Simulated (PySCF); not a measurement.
Compound: C5H8OSi.
Cartesian coordinates in Å at the PBE0-D3(BJ)/def2-SVP level; atoms count from 1:
```
atom  x, y, z in Å
C1    -2.1018    0.6937    0.8131
C2    -2.5359    0.3786   -0.4100
O3    -1.9756   -0.4952   -1.2704
Si4   -0.6788   -1.5230   -0.9693
C5     0.8560   -0.5923   -0.6567
C6     1.8808    0.0288   -0.4303
C7     3.0970    0.7722   -0.1652
H8    -1.1942    0.2663    1.2481
H9    -2.6594    1.4195    1.4061
H10   -3.4376    0.8362   -0.8324
H11   -0.5538   -2.3343   -2.2054
H12   -0.9902   -2.3733    0.2152
H13    3.9162    0.0951    0.1227
H14    3.4173    1.3344   -1.0561
H15    2.9465    1.4913    0.6550
```

The closed-shell ground state was solved at several levels (PySCF, density fitting, gas phase, non-relativistic).

```
            level  basis functions  total energy (Eh)  HOMO (eV)  LUMO (eV)  gap (eV)  dipole (D)
wB97X-D/def2-SVPD              211          -559.6431      -8.72       1.41     10.13        2.25
mPW1PW91/pcSseg-1              166          -559.9188      -6.85      -0.29      6.56        2.27
```

Problem. What might PBE0/pcSseg-1 (166 basis functions) give for the same quantities?

Solution. Total energy -559.5325 Eh, HOMO -6.82 eV, LUMO -0.29 eV, gap 6.53 eV, dipole 2.28 D.

Problem. Over all these levels, which gives the widest orbital gap and which the narrowest?

Solution. wB97X-D/def2-SVPD (range-separated hybrid) has the widest, 10.13 eV, and PBE0/pcSseg-1 (global hybrid, 25 % exact exchange) the narrowest, 6.53 eV. Functional and basis both differ between the two, so the spread mixes both effects.

Problem. How far do the dipole and the HOMO energy spread over the levels?

Solution. The dipole runs from 2.25 to 2.28 D (mean 2.27 D) and the HOMO from -8.72 to -6.82 eV.

One conformer stands for the species.

Note: wB97X-D ran without an empirical dispersion term, which enters the total energy and its gradient alone.
